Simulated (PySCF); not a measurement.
Sb+ (antimony, charge +1) across methods

[Kr] 4d10 5s2 5p2, high-spin 3P determinant. All numbers are calculated (PySCF 2.14, scalar relativity by spin-free X2C-1e, in aug-cc-pwCVTZ-DK3 with one added diffuse shell each of s, p, d, f type (11s10p8d5f1g, 125 functions)).

```json
{"method": "UHF", "E (hartree)": "-6477.42419", "mean ε 5s α (eV)": "-26.700", "mean ε 5s β (eV)": "-22.293", "mean ε 5p α (eV)": "-16.404", "Σ⟨r²⟩ (bohr²)": "48.29", "⟨S²⟩": "2.010"}
{"method": "PBE0", "E (hartree)": "-6479.86", "mean ε 5s α (eV)": "-22.760", "mean ε 5s β (eV)": "-20.692", "mean ε 5p α (eV)": "-13.699", "Σ⟨r²⟩ (bohr²)": "47.67", "⟨S²⟩": "2.003"}
{"method": "wB97M-V", "E (hartree)": "-6479.74", "mean ε 5s α (eV)": "-25.285", "mean ε 5s β (eV)": "-23.010", "mean ε 5p α (eV)": "-15.740", "Σ⟨r²⟩ (bohr²)": "47.86", "⟨S²⟩": "2.003"}
{"method": "LDA", "E (hartree)": "-6474.01", "mean ε 5s α (eV)": "-21.400", "mean ε 5s β (eV)": "-20.204", "mean ε 5p α (eV)": "-12.642", "Σ⟨r²⟩ (bohr²)": "47.59", "⟨S²⟩": "2.001"}
{"method": "B97-3", "E (hartree)": "-6479.83", "mean ε 5s α (eV)": "-22.685", "mean ε 5s β (eV)": "-20.648", "mean ε 5p α (eV)": "-13.577", "Σ⟨r²⟩ (bohr²)": "47.66", "⟨S²⟩": "2.003"}
{"method": "PBE", "E (hartree)": "-6479.78", "mean ε 5s α (eV)": "-21.151", "mean ε 5s β (eV)": "-19.762", "mean ε 5p α (eV)": "-12.570", "Σ⟨r²⟩ (bohr²)": "47.73", "⟨S²⟩": "2.002"}
{"method": "r2SCAN", "E (hartree)": "-6480.20", "mean ε 5s α (eV)": "-21.685", "mean ε 5s β (eV)": "-19.794", "mean ε 5p α (eV)": "-12.943", "Σ⟨r²⟩ (bohr²)": "47.59", "⟨S²⟩": "2.004"}
{"method": "revPBE", "E (hartree)": "-6480.05", "mean ε 5s α (eV)": "-21.089", "mean ε 5s β (eV)": "-19.608", "mean ε 5p α (eV)": "-12.549", "Σ⟨r²⟩ (bohr²)": "47.72", "⟨S²⟩": "2.002"}
```
